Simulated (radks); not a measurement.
Values are calculated unless marked as measured or tabulated.
Excited configurations of Te37+: one electron is placed in a higher orbital outside [Ne] 3s2 3p2. The ground configuration is [Ne] 3s2 3p3. Level of theory: Dirac Kohn-Sham, BLYP, spin-unpolarised, spherical densities, point nucleus; open shells fill j = l - 1/2 first (a radial shooting solver on a logarithmic mesh with Libxc functionals). Excitation = E - E(ground); binding = E(ion) - E, where the ion is the core of charge +38; n* = 38/sqrt(2 binding) in atomic units. These energies are relativistic, and a one-electron ion of charge +38 with no core already has n* below n in this formula (Dirac formula, point nucleus: 4p1/2 3.968, 4f5/2 3.994, 5s1/2 4.967, 5p1/2 4.967, 5d3/2 4.986, 5f5/2 4.993, 6p1/2 5.966, 7f5/2 6.991). The quantum defect is therefore taken as that value minus n*, so that it holds no relativistic shift of the bare ion.

outer orbital  excitation (eV)  binding (eV)  quantum defect  <r> (bohr)
4p1/2                   1156.6        1398.3           0.220      0.5312
4f5/2                   1291.7        1263.2           0.051      0.4536
5s1/2                   1662.4        892.56           0.275      0.8705
5p1/2                   1683.4        871.54           0.219      0.8659
5d3/2                   1724.5        830.39           0.122      0.8566
5f5/2                   1748.9        806.03           0.056      0.8050
6p1/2                   1961.3        593.60           0.213       1.283
7f5/2                   2146.8        408.14           0.053       1.745

The Delta-SCF ionisation energy is 2554.9 eV (NIST Atomic Spectra Database: 2552 eV, theoretical). Self-interaction in the functional shifts the binding energies and quantum defects, so they are the method's values and not measured ones. Spin polarisation and multiplet splitting are left out, so open shells lie too high by an amount that depends on their filling.

Beside tabulated values, note that spin-unpolarised runs miss the spin-polarisation part of the exchange energy of open shells.
